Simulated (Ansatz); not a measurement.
Start from `C[SiH]([SiH3])CF` and change one atom or group to get `C[SiH]([SiH3])[S][AlH2]`.

Ansatz, PBE0-D4/def2-TZVP geometries, multiplicity 1. Each molecule was computed in one conformer, which needn't be the lowest. `C[SiH]([SiH3])[S][AlH2]` holds a close contact that its SMILES doesn't draw: H···Al 1.96 Å.

```csv
property,`C[SiH]([SiH3])CF`
HOMO–LUMO gap (PBE/def2-TZVPP) / eV,6.16
HOMO–LUMO gap (PBE0/def2-TZVPP) / eV,8.20
HOMO energy (PBE0/def2-TZVPP) / eV,-7.96
HOMO energy (B3LYP/def2-TZVPP) / eV,-7.78
HOMO energy (ωB97M-V/def2-TZVPP) / eV,-10.02
LUMO energy (PBE0/def2-TZVPP) / eV,0.24
```

Q: What does the change do to each property? (Estimate.)

A: Computed: 
| property | `C[SiH]([SiH3])[S][AlH2]` | shift |
| --- | --- | --- |
| HOMO–LUMO gap (PBE/def2-TZVPP) / eV | 4.35 | -1.81 |
| HOMO–LUMO gap (PBE0/def2-TZVPP) / eV | 6.28 | -1.92 |
| HOMO energy (PBE0/def2-TZVPP) / eV | -7.10 | 0.86 |
| HOMO energy (B3LYP/def2-TZVPP) / eV | -6.87 | 0.91 |
| HOMO energy (ωB97M-V/def2-TZVPP) / eV | -9.18 | 0.84 |
| LUMO energy (PBE0/def2-TZVPP) / eV | -0.82 | -1.06 |

With PBE0 the HOMO rises by 0.86 eV and the LUMO falls by 1.06 eV, so the gap narrows by about 1.92 eV. PBE moves the HOMO by 0.79 eV and ωB97M-V by 0.84 eV.

B3LYP here is the variant with VWN-RPA as its local correlation; programs differ in this.
